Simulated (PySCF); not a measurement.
# TDDFT excited states: H6O2Si2

Compound: H6O2Si2.
SMILES: `O[SiH2]O[SiH3]`

The calculation used TDDFT CAM-B3LYP/def2-SVPD, vertical, gas phase, core orbitals frozen in the response in PySCF. The structure is a single PBE0-D3(BJ)/def2-SVP conformer in the gas phase; no vibrational or solvent corrections. Torsions of this conformer, `[OH:1][SiH2:2][O:3][SiH3:4]`: O1–Si2–O3–Si4 -179°, H–O1–Si2–O3 64°.

Problem. Predict the UV-vis stick spectrum at this level.

Solution. 

```
state  E (eV)  E (hartree)       f   main configurations (H = HOMO, L = LUMO)
   S1    7.45       0.2739  0.0026                     H→L (67%), H→L+1 (18%)
   S2    7.70       0.2831  0.0051        H→L+1 (55%), H-2→L (16%), H→L (14%)
   S3    7.76       0.2853  0.0014                 H-1→L (57%), H-1→L+1 (29%)
   S4    8.26       0.3034   0.019    H-2→L (37%), H-3→L+1 (13%), H→L+1 (11%)
   S5    8.38       0.3079   0.026     H-2→L+1 (31%), H-3→L (21%), H→L+2 (9%)
   S6    8.53       0.3133   0.072                   H→L+2 (48%), H→L+3 (18%)
   S7    8.69       0.3194   0.091     H-1→L+1 (30%), H-1→L (15%), H-4→L (9%)
   S8    8.76       0.3217   0.083                              H-1→L+2 (86%)
   S9    8.86       0.3256   0.022                  H→L+3 (35%), H-1→L+1 (9%)
  S10    8.99       0.3303  0.0032  H-1→L+5 (13%), H→L+4 (12%), H-2→L+2 (11%)
```

Triplets (Tamm–Dancoff): T1 7.11 eV, H→L (52%), H→L+1 (26%); T2 7.34 eV, H→L+1 (40%), H→L (19%), H-2→L (16%); T3 7.35 eV, H-1→L (50%), H-1→L+1 (32%); T4 7.88 eV, H-2→L (34%), H-3→L+1 (16%), H→L+1 (12%).

The lowest singlet comes at 166 nm (719 kJ/mol) in the vacuum ultraviolet; it is very weak; its leading configuration is HOMO→LUMO (67%). The most intense listed level is S7 at 8.69 eV (143 nm, f = 0.091), 1.24 eV above S1. Löwdin shares by element: HOMO oxygen 29% or more, silicon 27%, hydrogen 14% or more (atoms not listed hold the other 30%); LUMO silicon 42%, oxygen 29% (atoms not listed hold the other 29%). Weighted by f, the mean energy of these states is 8.61 eV. The oscillator strengths of these states sum to 0.325; summed over the whole spectrum of an exact calculation they would give the number of electrons, 50 (Thomas–Reiche–Kuhn). Orbital energies (eV): HOMO-3 -11.44, HOMO-2 -10.84, HOMO-1 -10.46, HOMO -10.00, LUMO 0.74, LUMO+1 1.07, LUMO+2 1.30. The vertical ionisation energy (ΔSCF) is 10.90 eV, 1.91 eV above S10. Singlets were solved by full linear response, triplets in the Tamm–Dancoff approximation.
